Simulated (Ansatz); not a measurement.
Basis-set series for `COC1(OC)CCCCC1`. The species carries charge 0 and has multiplicity 1. Geometry: relaxed with PBE0-D4/def2-TZVP. It is one conformer, not always the lowest.

```xyz
26

C    -1.782   -2.241   -0.376
O    -0.648   -1.593   -0.903
C    -0.196   -0.464   -0.193
O     0.180   -0.818    1.121
C     1.234   -1.742    1.235
C     0.967    0.079   -1.013
C     1.537    1.353   -0.412
C     0.456    2.415   -0.262
C    -0.712    1.890    0.559
C    -1.274    0.599   -0.023
H    -1.699   -2.389    0.705
H    -1.840   -3.215   -0.864
H    -2.705   -1.690   -0.590
H     1.216   -2.114    2.260
H     1.110   -2.585    0.548
H     2.210   -1.276    1.053
H     0.587    0.273   -2.020
H     1.729   -0.698   -1.116
H     2.354    1.724   -1.037
H     1.967    1.135    0.572
H     0.869    3.316    0.201
H     0.100    2.708   -1.258
H    -0.380    1.699    1.583
H    -1.505    2.641    0.617
H    -1.712    0.785   -1.009
H    -2.062    0.209    0.624
```

```csv
functional,basis,functions,energy (Eh),HOMO (eV),LUMO (eV)
PBE0-D4,def2-TZVPP,534,-464.58246,-7.46,1.19
PBE0-D4,def2-QZVPP,1050,-464.60766,-7.48,0.73
ωB97M-V,def2-TZVPP,534,-464.89872,-9.85,2.59
ωB97M-V,def2-QZVPP,1050,-464.92307,-9.87,1.82
```

Task: Give the rows for def2-SVP. (Best estimate.)

Result: Computed: 
| functional | basis | functions | energy (Eh) | HOMO (eV) | LUMO (eV) |
| --- | --- | --- | --- | --- | --- |
| PBE0-D4 | def2-SVP | 220 | -464.07303 | -7.38 | 1.79 |
| ωB97M-V | def2-SVP | 220 | -464.36492 | -9.77 | 3.41 |

Positive LUMOs are unbound and depend on the basis.
